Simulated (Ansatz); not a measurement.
The same molecule with X = Al, Ga, In. Ansatz, PBE0-D4/def2-TZVP geometries, multiplicity 2.

Elements past krypton have def2 core potentials. Scalar relativity is left out up to krypton.

```json
{"X": "Al", "molecule": "`C#[C][Al][CH3]`•", "mean X–C bond length / Å": "1.939", "size of the dipole moment (PBE/def2-TZVPP) / D": "0.41", "ideal-gas entropy at 298 K and 1 bar (rigid rotor, harmonic PBE0-D4/def2-TZVP) / J/(mol·K)": "330", "size of the dipole moment (ωB97M-V/def2-TZVPP) / D": "0.27"}
{"X": "Ga", "molecule": "`C#[C][Ga][CH3]`•", "mean X–C bond length / Å": "1.961", "size of the dipole moment (PBE/def2-TZVPP) / D": "0.66", "ideal-gas entropy at 298 K and 1 bar (rigid rotor, harmonic PBE0-D4/def2-TZVP) / J/(mol·K)": "342", "size of the dipole moment (ωB97M-V/def2-TZVPP) / D": "0.55"}
```

Problem. Give the row for X = In, `C#[C][In][CH3]`•. (An estimate is asked.)

Solution. Computed: 
```json
{"X": "In", "molecule": "`C#[C][In][CH3]`•", "mean X–C bond length / Å": "2.160", "size of the dipole moment (PBE/def2-TZVPP) / D": "0.98", "ideal-gas entropy at 298 K and 1 bar (rigid rotor, harmonic PBE0-D4/def2-TZVP) / J/(mol·K)": "358", "size of the dipole moment (ωB97M-V/def2-TZVPP) / D": "0.99"}
```

From Al to In the mean X–C bond length rises at each step, by 0.221 Å in all; the ideal-gas entropy at 298 K and 1 bar (rigid rotor, harmonic PBE0-D4/def2-TZVP) rises at each step, by 28 J/(mol·K) in all. Bonds lengthen as the atom grows down the group. Dipoles are sizes alone, and their direction can turn along the series.
